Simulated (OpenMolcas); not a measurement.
## W IV: from RASSCF to RASPT2

```yaml
Program: OpenMolcas
Basis: ANO-RCC-VTZP [8s7p5d3f2g1h]
Scalar_Hamiltonian: DKH2, point nucleus
Active_space: 3 electrons in 9 orbitals (RAS2 5d 6s; RAS3 6p, at most 2 electrons)
State_averaging: 2S+1 = 4 even, 20 roots; 2S+1 = 2 even, 70 roots kept (CI in the orbitals of an earlier block); 2S+1 = 4 odd, 45 roots; 2S+1 = 2 odd, 90 roots kept (CI in the orbitals of an earlier block, 80 in the spin-orbit step)
Spin-orbit_coupling: state interaction with AMFI integrals over the reference wave functions, term energies averaged over their components
```

Methods on the same reference wave functions:
A. RASSCF
B. SS-RASPT2, IPEA 0.25 Eh, imaginary shift 0.1 Eh (closed shells correlated: 5s 5p)
C. MS-RASPT2, IPEA 0.25 Eh, imaginary shift 0.1 Eh (closed shells correlated: 5s 5p)

Energies in cm-1 above 5d3 4F 3/2, the measured ground level; measured values from the list in J. Phys. B 45, 035001 (2012).

```tsv
Level	A	B	C	Measured
5d3 4F 3/2	0.0	0.0	0.0	0.0
5d3 4F 5/2	3552	3740	3750	3537
5d3 4F 7/2	6982	7120	7130	6745
5d3 4F 9/2 [73 %]	9892	9770	9780	9256
5d3 4P 1/2 [58 %]	14038	12450	12450	11773
5d3 2G 7/2	17679	16340	16340	15261
5d3 2H 9/2 [51 %]	18718	17400	17420	
5d3 4P 5/2	19569	18090	18080	17190
5d3 2P 1/2 [58 %]	21156	19450	19470	18365
5d3 2H 11/2	25690	23880	23900	22223
5d3 2D 5/2(1)	26208	24150	24230	22766
5d3 2F 5/2	33057	29630	29730	27938
5d3 2F 7/2	33492	30210	30170	28412
5d2 6s 4F 3/2	36488	34810	34820	32692
5d2 6s 4F 5/2	39001	37250	37230	35094
5d2 6s 4F 7/2	42735	41100	41110	39030
5d2 6s 4F 9/2	46920	45270	45280	43224
5d3 2D 5/2(2) [62 %]	50866	45870	45920	43287
5d2 6s 4P 1/2	51101	48190	48200	45517
5d3 2D 3/2(2)	52312	46800	46830	
5d2 6s 4P 3/2	53138	50290	50300	47680
5d2 6s 2D 3/2 [75 %]	57738	54200	54250	51860
5d2 6s 2F 7/2 [75 %]	58581	55030	55080	52828
5d2 6s 2D 5/2 [60 %]	62098	58770	58770	56416
```

Deviations, from unrounded energies. A percentage is the sum of absolute deviations over the sum of measured energies, with the sign that they share, or ± where signs differ.

```json
{"Against measurement": "mean absolute deviation (cm-1)", "Levels": "21", "A": "3800", "B": "1600", "C": "1700"}
{"Against measurement": "fine structure of the ground term (%)", "Levels": "3", "A": "+4.5", "B": "+5.6", "C": "+5.8"}
{"Against measurement": "other terms of the ground configuration (%)", "Levels": "9", "A": "+16.7", "B": "+6.2", "C": "+6.3"}
{"Against measurement": "other configurations (%)", "Levels": "9", "A": "+10.7", "B": "+5.1", "C": "+5.1"}
```

B, C lie about equally close to measurement and A furthest from it. The largest miss of B in the table is 5d2 6s 4P 1/2, by +2700 cm-1. The ranking rests on the paired levels alone, and a cruder setting can come out closer through cancelling errors.

Between B and C the level of the table that moves most is 5d3 2F 5/2, by 95 cm-1 (lowest in B, highest in C). Moves below CASPT2's spread within the term are not significant.

The mean deviations of B to C differ by less than CASPT2's widest spread within a term (670 cm-1), so their order carries little weight.

From A to B the spin-free energies of the other terms of 5d3 shown, above 4F, scale by factors of 0.83 to 0.87, as is usual when dynamic correlation screens the repulsion within a d or f shell.

The lowest spin-free term lies below A's lowest term by 0.242 hartree in B, 0.242 hartree in C.

CASPT2 does not keep the components of a term degenerate, so their means are used; among the terms shown or strongly mixed into the levels shown the widest spread is 750 cm-1 (5d2 6s 2G, C). Some high roots are left out of the spin-orbit mixing, which shifts the levels that they would mix with. Terms from blocks run as CI alone lack orbitals of their own. A single d shell beside an s shell can misplace configurations of different d count against each other. Without dynamic correlation excited terms often stand tens of per cent too high (terms of higher spin than the ground term too low), and those without a measured partner can miss by more than the paired ones (holds for A). Blocks of more than 70 roots (2S+1 = 2 odd) ran without multistate coupling (holds for C). Measured partners are found by configuration, term and J. A level has none where our copy of the source lacks it or the pairing is in doubt (some pairs that miss far off the trend of their configuration count as doubtful), and it then counts in no deviation. Only configurations of the active space appear. Levels that lie high or do not pair safely by name in every column are left out.

A share in square brackets marks a mixed level and gives the weight of the term that names it, the lowest over the columns. A number in round brackets counts repeated terms of one configuration in the order of the reference energies.
